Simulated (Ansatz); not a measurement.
Cost and result up the ladder for the cluster SnSe₄ (the lowest singlet isomer of a short search) (5 atoms). Total charge 0; singlet. Geometry: PBE-D4/def2-SVP.

```xyz
5

Sn   -0.6843    0.1072    1.7042
Se   -1.5167   -1.5139   -0.3133
Se    0.5905    1.4281   -0.5067
Se    1.9320    0.2679    1.0588
Se   -0.3216   -0.2892   -1.9430
```

Ansatz on 4 threads of Arm Neoverse V2 on a shared host. Times are rough, and most runs start from the orbitals of an earlier one. ωB97X-V/def2-TZVP serves as the yardstick here, not as an exact answer. Differences are given only for rows in sets of like size (and for xTB, whose basis is part of the method), since another set adds its own error. Binding counts from free atoms at the same level (Sn triplet, Se triplet; other spins of the atoms weren't run), without zero-point energy or a counterpoise term.

In the def2 sets Sn takes a core potential, while STO-3G treats all electrons; there is no spin–orbit coupling. LC-ωPBE has ω = 0.4 bohr⁻¹. Correlated methods freeze 40 core orbitals; core or outer-core shells of Sn, Se are correlated, in sets that lack core-valence functions. The rows differ in basis, and correlated rows in double-zeta sets carry the largest basis error. The structure comes from a short search, and lower isomers may exist.

Correlated methods converge slowly with the basis, most of all in double-zeta sets.

```tsv
level	functions	binding energy per atom (eV)	difference from ωB97X-V/def2-TZVP (eV)
PBE0-D4/def2-TZVP	242	2.54	0.09
MP2/def2-TZVP	242	2.46	0.01
ωB97X-V/def2-TZVP	242	2.45	0.00
PBE-D4/def2-TZVP (with forces)	242	2.74	0.29
LC-ωPBE/def2-TZVP	242	2.21	-0.25
PBE-D4/def2-SVP	154	2.73	–
PBE-QIDH/def2-TZVP	242	2.43	-0.02
CCSD(T)/def2-SVP	154	2.03	–
PBE0-D4/def2-SVP	154	2.50	–
r2SCAN-D4/def2-TZVP	242	2.57	0.11
HF/STO-3G	99	1.90	–
```

Estimate how long each takes.

HF/STO-3G 1.4 s; PBE-D4/def2-SVP 2.2 s; PBE0-D4/def2-SVP 4.6 s; PBE-D4/def2-TZVP (with forces) 5.5 s; LC-ωPBE/def2-TZVP 7 s; r2SCAN-D4/def2-TZVP 11 s; MP2/def2-TZVP 12 s; PBE0-D4/def2-TZVP 14 s; PBE-QIDH/def2-TZVP 17 s; ωB97X-V/def2-TZVP 23 s; CCSD(T)/def2-SVP 66 s. On shared hardware such times vary by a factor of up to 3.
